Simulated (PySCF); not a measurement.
PySCF job for ScCl2, SMILES [Cl][Sc+][Cl], charge +1, HF/pcSseg-2. Geometry: B3LYP-D3(BJ)/def2-TZVP. The multiplicity is an assumed one; other spin states were not compared. The isomer is the one that the SMILES or the coordinates give; other isomers of the formula were not compared.

```python
import numpy as np
from pyscf import gto, scf, dft
from pyscf.prop.nmr import rhf as nmr

mol = gto.M(
    atom='''
    Sc    0.00000000    0.00000000    0.73285415
    Cl    0.00000000   -1.84842911   -0.45264521
    Cl    0.00000000    1.84842910   -0.45264521
    ''',
    basis='pcSseg-2',
    charge=1,
    spin=0,
    max_memory=1600,
    verbose=3,
)
mf = scf.RHF(mol)
mf.conv_tol = 1e-10
mf.max_cycle = 100
mf.kernel()
n = nmr.NMR(mf)
n.verbose = 2
n.max_cycle_cphf = 60
sigma = n.kernel()
print('atom   isotropic/ppm   span/ppm')
for i, s in enumerate(sigma):
    w = np.linalg.eigvalsh((s + s.T) / 2)
    print(f'{mol.atom_symbol(i):2s}{i + 1:3d} {w.mean():14.3f} {w[2] - w[0]:11.3f}')
```

It prints:

```
converged SCF energy = -1678.70444574191
atom   isotropic/ppm   span/ppm
Sc  1        840.639     732.238
Cl  2        291.059    1330.766
Cl  3        291.059    1330.766
```

The run converged.

Cost: roughly 60 core-seconds.
